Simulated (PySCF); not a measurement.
H$_{2}$Be (SMILES [BeH2]), singlet, at a GFN2-xTB geometry (such geometries of metal compounds can be far from the true shape). Base run: PySCF with R2SCAN/cc-pVDZ.

PySCF was given this input:
```python
from pyscf import gto, scf, dft

mol = gto.M(
    atom='''
Be    0.000000    0.000000    0.000000
H     0.000000    0.000000    1.279391
H    -0.000000   -0.000000   -1.279391
''',
    basis='cc-pvdz',
    charge=0,
    spin=0,
    verbose=5,
)

mf = dft.RKS(mol)
mf.xc = 'r2scan'
mf.kernel()
```

Variants of this job, named by their change:

```
change                                     ΔE vs base (µEh)  grid points  electrons on the grid
-----------------------------------------  ----------------  -----------  ---------------------
base                                                    0.0        33344                6.00000
grids.level = 7                                        -2.9       184328                6.00000
grids.atom_grid = (150, 974)                           -0.3       242544                6.00000
grids.atom_grid = (30, 110)                           -71.8         7392                5.99985
grids.atom_grid = (75, 302)                             0.0        43400                6.00000
grids.becke_scheme = stratmann                          0.1        33344                6.00000
grids.radi_method = delley                             -0.2        35144                6.00000
grids.level = 2                                        -2.1        21776                6.00000
grids.atom_grid = (50, 194)                           -10.1        19768                6.00000
grids.level = 0                                         664         2304                5.99555
grids.prune = dft.gen_grid.treutler_prune              13.9        28880                6.00000
```
